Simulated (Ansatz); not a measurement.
CH₇AlClNSi, SMILES `C[SiH](N)[AlH][Cl]`. Total charge 0; spin multiplicity 1. All single points use the PBE0-D4/def2-TZVP geometry. It is one conformer, not always the lowest.

```xyz
12

C     1.343    0.819   -0.654
Si   -0.025   -0.420   -0.336
N    -1.459    0.114   -1.150
Al   -0.557   -0.626    2.051
Cl    1.065   -0.507    3.399
H     1.064    1.816   -0.309
H     1.568    0.878   -1.723
H     2.257    0.517   -0.137
H     0.492   -1.749   -0.815
H    -2.348   -0.293   -0.907
H    -1.422    0.297   -2.142
H    -1.978   -0.845    2.723
```

(1) What is the dipole moment at B3LYP/def2-TZVPP? (Best estimate.)

(2) And with PBE, r2SCAN, ωB97M-V? (Estimate.)

(3) Give the Mulliken charges with B3LYP, ωB97M-V, PBE in def2-TZVPP. (An estimate is asked.)

Results:

(1) Ansatz gave: 2.62 D, with components (-1.26, 0.12, -2.30) D in this frame, pointing from negative to positive charge.

(2) The calculation gave: PBE 2.58 D, r2SCAN 2.62 D, ωB97M-V 2.63 D.

(3) The calculation gave: 
| atom | B3LYP | ωB97M-V | PBE |
| --- | --- | --- | --- |
| C1 | -0.39 | -0.45 | -0.37 |
| Si2 | 0.29 | 0.23 | 0.19 |
| N3 | -0.40 | -0.36 | -0.38 |
| Al4 | 0.47 | 0.44 | 0.43 |
| Cl5 | -0.27 | -0.25 | -0.25 |
| H6 | 0.10 | 0.12 | 0.11 |
| H7 | 0.09 | 0.12 | 0.10 |
| H8 | 0.11 | 0.12 | 0.11 |
| H9 | -0.13 | -0.08 | -0.11 |
| H10 | 0.13 | 0.11 | 0.15 |
| H11 | 0.12 | 0.11 | 0.14 |
| H12 | -0.14 | -0.11 | -0.12 |

B3LYP here is the variant with VWN-RPA as its local correlation; programs differ in this.
